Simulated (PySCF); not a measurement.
# Working out the excitation energy of N+

N+ [He] 2s2 2p2 (3P) → N+ [He] 2s1 2p3 (5S). All numbers are calculated (PySCF 2.14, the non-relativistic Hamiltonian (point nucleus), in aug-cc-pVDZ (4s3p2d, 23 functions)). Frozen: 1s2. Energies in hartree (1 hartree = 27.21139 eV):

```
             part  N+ (lower)  N+ (upper)
              UHF  -53.881265  -53.730973
MP2 opposite-spin   -0.046057    0.000000
    MP2 same-spin   -0.008781   -0.018294
```

What does Hartree-Fock give?

(-53.730973) − (-53.881265) = 0.150292 hartree = 4.090 eV.

What do MP2 and SCS-MP2 (6/5 opposite-spin, 1/3 same-spin) give?

The opposite-spin parts differ by 1.253 eV and the same-spin parts by -0.259 eV. MP2: 4.090 + (1.253) + (-0.259) = 5.084 eV. SCS-MP2: 4.090 + 1.2 × (1.253) + (-0.259)/3 = 5.507 eV.

Measured between the centres of the two terms (NIST): 5.790 eV, so MP2 (valence) is off by -0.706 eV.

A double-zeta basis recovers only part of the correlation energy.

What remains against the reference includes basis incompleteness, the frozen core and correlation beyond second order.
